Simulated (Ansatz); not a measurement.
```xyz
3

C     0.0019   -0.0058   -0.1717
H     0.0031    0.8537    0.5341
H    -0.0072   -0.8554    0.5365
```

Basis set: STO-3G (spherical functions). Correlated methods keep 1 orbital frozen. Charge 0, multiplicity 1.

Computed with Ansatz (development build ahead of 0.2.0); each method stands on the lowest determinant of its kind that the runs found. Restricted open shells among the atoms or ions are ROHF, correlated in semicanonical orbitals with singles.

The atomization energy at this shape (free ground-state atoms in the same class of orbitals less the molecule, no zero-point energy) of singlet CH₂:

```
 method  atomization energy
RHF-MP2             7.25 eV
```

Task: What does RHF give?

Result: 6.54 eV. Caution: another spin multiplicity may lie lower; in another basis set an unrestricted determinant lies well below.

This basis has no polarisation functions and is too small for such energies, which can lie far from measured ones in either direction.
